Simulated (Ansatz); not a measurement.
C$_{2}$H$_{6}$BrFSi, SMILES `FC[SiH2]CBr`, relaxed with RKS PBE0-D4/def2-TZVP in the Gaussian-basis code of Ansatz from a PBE-D4/def2-SVP geometry. The force threshold is 0.005 eV/Å; the program also tests the step.

Charge 0, multiplicity 1.

Start:

```xyz
11

F     1.548    0.233    1.509
C     0.240   -0.265    1.530
Si   -0.209   -0.786   -0.250
C     0.001    0.735   -1.365
Br   -1.302    2.123   -0.868
H     0.181   -1.117    2.246
H    -0.449    0.531    1.894
H     0.755   -1.848   -0.709
H    -1.619   -1.302   -0.320
H    -0.150    0.517   -2.439
H     1.006    1.179   -1.227
```

| step | energy (eV) | largest force (eV/Å) | largest move (Å) |
| --- | --- | --- | --- |
| 1 | -82798.3253 | 0.545 | 0.000 |
| 2 | -82798.3666 | 0.149 | 0.032 |
| 3 | -82798.3709 | 0.038 | 0.019 |
| 4 | -82798.3713 | 0.014 | 0.010 |
| 5 | -82798.3714 | 0.007 | 0.007 |
| 6 | -82798.3714 | 0.006 | 0.009 |
| 7 | -82798.3714 | 0.003 | 0.003 |

End:

```xyz
11

F     1.538    0.214    1.574
C     0.231   -0.269    1.526
Si   -0.185   -0.763   -0.250
C     0.004    0.730   -1.374
Br   -1.282    2.098   -0.860
H     0.154   -1.119    2.211
H    -0.437    0.520    1.887
H     0.758   -1.822   -0.703
H    -1.581   -1.268   -0.305
H    -0.189    0.499   -2.421
H     0.991    1.181   -1.286
```

It took 15 s on 2 threads of an AMD EPYC 7R13 on a shared host and a share of an NVIDIA H100 80 GB, with 0.89 GiB of host memory at the peak.
